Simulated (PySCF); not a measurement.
CH4AlClO. Atoms are numbered in the order given.

```xyz
8

Al    -0.1065    -0.3917     0.0000
Cl     0.2889     1.6867     0.0000
C      1.3196    -1.6927     0.0000
H      1.9693    -1.5741     0.8833
H      0.9278    -2.7219     0.0000
H      1.9693    -1.5741    -0.8833
O     -1.7263    -0.9027     0.0000
H     -2.5011    -0.3341     0.0000
```
Charge 0, spin multiplicity 1.

Geometry: r2SCAN-D4/def2-SVP. One conformer was computed; it need not be the lowest.

The numbers are results of r2SCAN-D4/def2-SVP run with PySCF, not measurements.

Frequencies are harmonic and unscaled.

Computed vibrational spectrum:
```csv
mode,ν (cm⁻¹),IR (km/mol),Raman (Å⁴/amu),depolarisation,moving atoms (share of kinetic energy)
1,30,0.3,0.0,–,H 97 %
2,157,5.2,2.2,0.69,"C 29 %, H 25 %, Cl 21 %, Al 16 %, O 9 %"
3,205,20.9,2.1,0.68,"O 44 %, H 19 %, Cl 17 %, Al 11 %, C 8 %"
4,208,14.0,0.0,–,"Al 60 %, H 21 %, O 11 %"
5,396,156.6,0.5,0.75,"H 87 %, O 11 %"
6,468,18.1,11.8,0.10,"Cl 44 %, Al 19 %, C 16 %, O 13 %"
7,559,157.6,0.9,0.74,"H 78 %, O 15 %"
8,652,43.5,0.4,0.75,"H 75 %, C 18 %"
9,661,20.0,5.0,0.13,"H 42 %, C 30 %, Al 18 %"
10,716,197.8,3.3,0.16,"H 44 %, Al 30 %, C 22 %"
11,899,111.7,3.1,0.32,"Al 45 %, O 44 %, H 9 %"
12,1207,29.4,3.2,0.03,"H 78 %, C 21 %"
13,1422,2.1,11.2,0.75,H 96 %
14,1423,3.1,8.5,0.75,H 95 %
15,3033,1.0,133.5,0.00,H 97 %
16,3130,1.5,87.0,0.75,"H 91 %, C 9 %"
17,3149,2.1,97.0,0.73,"H 91 %, C 9 %"
18,3936,102.7,125.3,0.27,H 94 %
```
